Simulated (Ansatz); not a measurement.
Wavefunction ladder for CH₇FSi₂ (`C[SiH](F)[SiH3]`)

| atom | x (Å) | y (Å) | z (Å) |
| --- | --- | --- | --- |
| C1 | 1.585 | -0.695 | 0.107 |
| Si2 | 0.403 | 0.699 | -0.236 |
| F3 | 0.569 | 1.150 | -1.773 |
| Si4 | -1.834 | 0.085 | 0.119 |
| H5 | 1.360 | -1.568 | -0.510 |
| H6 | 1.518 | -0.993 | 1.157 |
| H7 | 2.614 | -0.386 | -0.094 |
| H8 | 0.751 | 1.882 | 0.599 |
| H9 | -2.199 | -1.083 | -0.730 |
| H10 | -2.757 | 1.209 | -0.186 |
| H11 | -2.009 | -0.300 | 1.547 |

Total charge 0; spin multiplicity 1. Geometry: relaxed with PBE0-D4/def2-TZVP. Frozen core, restricted reference, Ansatz 0.2.0. CBS rows extrapolate triple and quadruple zeta; past MP2 they add the triple-zeta difference.

| basis | HF (Eh) | MP2 corr. | CCSD corr. | (T) | CCSD(T) total |
| --- | --- | --- | --- | --- | --- |
| def2-SVP | ? | ? | -0.58705 | -0.01291 | ? |
| def2-TZVPP | -719.40148 | -0.67958 | -0.73177 | ? | ? |
| def2-QZVPP | ? | -0.73426 | – | – | – |
| CBS(def2) | -719.42999 | -0.77476 | -0.82695 | as TZ | -720.28056 |

(1) Fill in the withheld values. (Estimate.)

Answers

(1) Ansatz gave: def2-SVP HF (Eh): -719.01548; def2-SVP MP2 corr.: -0.53073; def2-SVP CCSD(T) total: -719.61544; def2-TZVPP (T): -0.02362; def2-TZVPP CCSD(T) total: -720.15687; def2-QZVPP HF (Eh): -719.42654.
